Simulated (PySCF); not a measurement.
Species: CH11O2PSi3.
Geometry (GFN2-xTB, Å), atoms numbered from 1 in this order:
```xyz
18
CH11O2PSi3 angstrom
O     -1.336    1.632    0.963
Si    -1.943    1.376   -0.521
O     -1.209    0.059   -1.096
Si    -0.128   -1.129   -0.859
P     -1.094   -2.684    0.444
C      1.428   -0.504    0.027
Si     2.211    1.032   -0.761
H     -1.651    2.340    1.517
H     -1.588    2.461   -1.427
H     -3.367    1.068   -0.467
H      0.138   -1.539   -2.243
H     -1.955   -3.151   -0.534
H     -0.152   -3.662    0.165
H      1.166   -0.270    1.060
H      2.162   -1.308    0.073
H      3.402    1.396    0.018
H      2.625    0.729   -2.135
H      1.283    2.161   -0.763
```

Method used: TDDFT B3LYP/def2-SVPD, vertical, gas phase, core orbitals frozen in the response in PySCF 2.14.0, density-fitted response routines.

Ground-to-excited transition dipoles (e·a0, same axes as the geometry; the sign carries no meaning), for the states with f of 0.002 or more among the lowest 7:

| state | E (eV) | μx | μy | μz |
| --- | --- | --- | --- | --- |
| S1 | 6.120 | -0.174 | -0.338 | 0.240 |
| S2 | 6.184 | 0.018 | 0.341 | 0.044 |
| S3 | 6.441 | -0.002 | 0.006 | -0.131 |
| S4 | 6.838 | 0.560 | 0.553 | -0.661 |
| S5 | 6.921 | -0.041 | 0.065 | -0.115 |
| S6 | 6.998 | -0.010 | 0.176 | 0.014 |
| S7 | 7.066 | -0.238 | 0.030 | -0.134 |

(1) Work out the oscillator strengths.

(2) Which bond between heavy atoms lies closest to the direction of the S4 transition dipole?

(3) What angle do the transition dipoles of S1 and S2 make?

(4) How is the summed strength of these states shared among x, y and z?

(5) What peak molar absorption coefficient would the strongest computed level give as a lone Gaussian band 0.5 eV wide at half height?

Results:

(1) f = (2/3) ΔE |μ|² with ΔE in hartree (27.2114 eV).

```csv
state,|μ|² (au),|μ| (D),f
S1,0.202,1.14,0.030
S2,0.118,0.87,0.018
S3,0.017,0.33,0.003
S4,1.058,2.61,0.177
S5,0.019,0.35,0.003
S6,0.031,0.45,0.005
S7,0.076,0.70,0.013
```

(2) Si4–P5, at 12° from it; next C6–Si7 at 22°.

(3) |cos θ| = |μa·μb| / (|μa| |μb|) = 0.70, so θ ≈ 46° (taken between 0 and 90°, since the signs are arbitrary).

(4) (2/3) Σ ΔE μα² gives 0.067 for x, 0.092 for y and 0.090 for z, 0.250 in all.

(5) ε(max) = 2.175×10⁸ f / FWHM, with the width in cm⁻¹. S4: 2.175×10⁸ × 0.1772 / 4033 ≈ 9600 L mol⁻¹ cm⁻¹.

One conformer stands for the species.
